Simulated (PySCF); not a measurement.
Species: C3H5BF2O.
Cartesian coordinates in Å at the GFN2-xTB level; atoms count from 1:
```
atom  x, y, z in Å
F1    -1.7211    1.0748    1.2403
B2    -1.8205    0.3317    0.1585
F3    -2.9972    0.3922   -0.4269
C4    -0.6468   -0.5635   -0.4021
C5     0.6587   -0.4335    0.3577
C6     1.6733    0.5464   -0.0335
O7     1.8314   -0.8195   -0.2944
H8    -0.9533   -1.6143   -0.3891
H9    -0.4676   -0.3322   -1.4557
H10    0.6069   -0.7177    1.4060
H11    1.4997    1.1722   -0.9012
H12    2.3377    0.9626    0.7142
```

The closed-shell ground state was solved at several levels (PySCF, density fitting, gas phase, non-relativistic).

```tsv
level	basis functions	total energy (Eh)	HOMO (eV)	LUMO (eV)	gap (eV)	dipole (D)
wB97X-D/def2-SVPD	189	-416.7593	-10.07	1.81	11.88	0.40
B3LYP/pcJ-1	239	-417.1894	-7.70	-0.16	7.54	0.43
```

Task: Estimate the row for PBE0/pcSseg-1, a basis of 144 functions; the other rows only guide the guess.

Result: Total energy -416.6951 Eh, HOMO -7.99 eV, LUMO 0.12 eV, gap 8.11 eV, dipole 0.42 D.

Task: Over all these levels, which gives the widest orbital gap and which the narrowest?

Result: wB97X-D/def2-SVPD (range-separated hybrid) has the widest, 11.88 eV, and B3LYP/pcJ-1 (global hybrid, 20 % exact exchange) the narrowest, 7.54 eV. Functional and basis both differ between the two, so the spread mixes both effects.

Task: How far do the dipole and the HOMO energy spread over the levels?

Result: The dipole runs from 0.40 to 0.43 D (mean 0.42 D) and the HOMO from -10.07 to -7.70 eV.

One conformer stands for the species.

The pairwise dispersion term of wB97X-D wasn't added to the energies; at a given geometry it leaves orbitals and properties as they are.
